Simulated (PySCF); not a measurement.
## From computed data to an observable: chemical shift, span and skew from a shielding tensor

B(F)(OMe)(NH2) (CH5BFNO), SMILES COB(N)F. Atoms are numbered in the order given.

```xyz
10

B     -0.0655     0.5211     0.0000
F     -0.8369     1.6137     0.0000
O     -0.7122    -0.6744     0.0000
C     -0.0086    -1.8795     0.0000
H      0.6307    -1.9862    -0.8958
H     -0.7295    -2.7097     0.0000
H      0.6307    -1.9862     0.8958
N      1.3326     0.6750     0.0000
H      1.7584     1.5907     0.0000
H      1.9902    -0.0898     0.0000
```
Charge 0, spin multiplicity 1.

Geometry: PBE0-D3(BJ)/def2-SVP. The structure was generated by enumeration, and PubChem lists no compound with its InChIKey, so it may never have been made. The values are those of a single conformer.

GIAO shieldings from PySCF with PBE/pcSseg-1, non-relativistic, no solvent. The symmetric part of the tensor of C4 has the principal values 101.1, 101.1, 179.9 ppm. The same nucleus in TMS has σ = 182.0 ppm at this level (PySCF, at its B3LYP-D3(BJ)/def2-TZVP geometry).

Problem. Work out the isotropic shielding, the ¹³C shift against TMS, the span and the skew.

Solution. 
σ(iso) = (σ11 + σ22 + σ33)/3 = 127.4 ppm. δ = σ(ref) − σ(iso) = 182.0 − (127.4) = 54.6 ppm.
Span Ω = σ33 − σ11 = 78.8 ppm. Skew κ = 3(σ(iso) − σ22)/Ω = 1.00, an axial tensor. Tumbling in solution averages the tensor to δ; in a static solid the shielding alone would spread this spin-1/2 line over Ω.
